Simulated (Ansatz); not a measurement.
Cost and result for the atomization energy of `OC(F)[O][GeH3]` (10 atoms, 9 bonds).

Z-matrix (Å, degrees):
```
C
F 1 1.392
O 1 1.338 2 110.9
O 1 1.382 2 107.4 3 120.3
H 1 1.096 2 105.5 3 -119.1
Ge 3 1.814 1 119.5 2 79.2
H 4 0.962 1 108.9 2 47.4
H 6 1.532 3 109.8 1 -42.7
H 6 1.532 3 108.8 1 80.7
H 6 1.531 3 101.4 1 -161.5
```

The species carries charge 0 and has multiplicity 1. Correlated methods include outer-core shells of Ge, which these sets cover unevenly. Scalar relativity is left out up to krypton. The geometry is a stationary point of PBE0-D4/def2-TZVP. It is one conformer, not always the lowest. Program: Ansatz. All runs use 4 threads of an Arm Neoverse V1 on a shared host. Times are those of one run each, without the atoms' runs, and a repeat can differ threefold. Electronic energies, without spin–orbit coupling; frozen cores. CCSD(T)/CBS adds CCSD(T) − MP2 in def2-TZVPP to the MP2 limit, and its time is that of the two runs behind it. T1 = 0.012. With those shells the extrapolation isn't a true limit. B3LYP takes the VWN-RPA correlation (the form of Gaussian; ORCA's B3LYP/G).

CCSD(T)/CBS is a level of theory with its own doubt, some kJ/mol a heavy atom from the limit and from the frozen cores, so smaller differences don't rank the functionals.

```json
{"level": "PBE-D4/def2-TZVPP (with forces)", "functions": "242", "wall time": "2.5 s"}
{"level": "PBE0-D4/def2-TZVPP", "functions": "242", "wall time": "3.1 s"}
{"level": "r2SCAN-D4/def2-TZVPP (with forces)", "functions": "242", "wall time": "4.7 s"}
{"level": "B3LYP-D4/def2-TZVPP (with forces)", "functions": "242", "wall time": "4.9 s"}
{"level": "B2PLYP/def2-TZVPP", "functions": "242", "wall time": "5.5 s"}
{"level": "ωB97X-V/def2-TZVPP", "functions": "242", "wall time": "7.5 s"}
{"level": "ωB97M-V/def2-TZVPP (with forces)", "functions": "242", "wall time": "12 s"}
{"level": "MP2/def2-QZVPP", "functions": "467", "wall time": "23 s"}
{"level": "CCSD(T)/def2-TZVPP", "functions": "242", "wall time": "4.3 min"}
{"level": "CCSD(T)/CBS(def2)", "functions": "–", "wall time": "4.7 min"}
```

What atomization energy does each give, and how far from CCSD(T)/CBS? (Best estimate.)

Computed: 
```tsv
level	atomization (kJ/mol)	difference from CCSD(T)/CBS	per bond
PBE-D4/def2-TZVPP (with forces)	3553.2	59.9	6.7
PBE0-D4/def2-TZVPP	3454.8	-38.5	-4.3
r2SCAN-D4/def2-TZVPP (with forces)	3492.0	-1.3	-0.1
B3LYP-D4/def2-TZVPP (with forces)	3454.7	-38.6	-4.3
B2PLYP/def2-TZVPP	3432.9	-60.4	-6.7
ωB97X-V/def2-TZVPP	3498.7	5.4	0.6
ωB97M-V/def2-TZVPP (with forces)	3481.2	-12.1	-1.3
MP2/def2-QZVPP	3534.0	40.7	4.5
CCSD(T)/def2-TZVPP	3404.2	-89.1	-9.9
CCSD(T)/CBS(def2)	3493.3	0.0	0.0
```

The D4 term adds +28.6 kJ/mol with B3LYP and +14.9 kJ/mol with PBE0; it sums over pairs of atoms, weighted by their polarisabilities, and B3LYP, whose exchange is more repulsive, gets the larger term. From PBE to PBE0 (25 % exact exchange), in def2-TZVPP and without D4, the atomization energy moves by −95.5 kJ/mol: exact exchange takes away binding that semilocal exchange gives to molecules. In def2-TZVPP, CCSD(T) changes the Hartree–Fock value by +1026.5 kJ/mol (the triples alone add +61.7 kJ/mol) and MP2 by +1104.0 kJ/mol; breaking electron pairs costs correlation energy, which Hartree–Fock lacks.
